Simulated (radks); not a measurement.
Results of a calculation; reference values are marked as such.
Question: Species: Ca XI. Configuration: [Ne]. Code: a radial shooting solver on a logarithmic mesh with Libxc functionals. Model: Dirac Kohn-Sham, PBEsol, spin-unpolarised, spherical densities, point nucleus.

Spin-orbit splittings of the eigenvalues, e(l+1/2) - e(l-1/2), with zeta = 2 splitting/(2l+1) and mean radii in bohr:

shell  occ.  splitting (eV)  zeta (eV)  <r> j=l-1/2  <r> j=l+1/2
2p        6               ?          ?       0.3196       0.3220
3p        0          0.7482     0.4988       0.9544       0.9581
3d        0          0.1062    0.04247       0.9106       0.9115

Estimate the 2p splitting.

Answer: 3.825 eV (zeta = 2.550 eV).
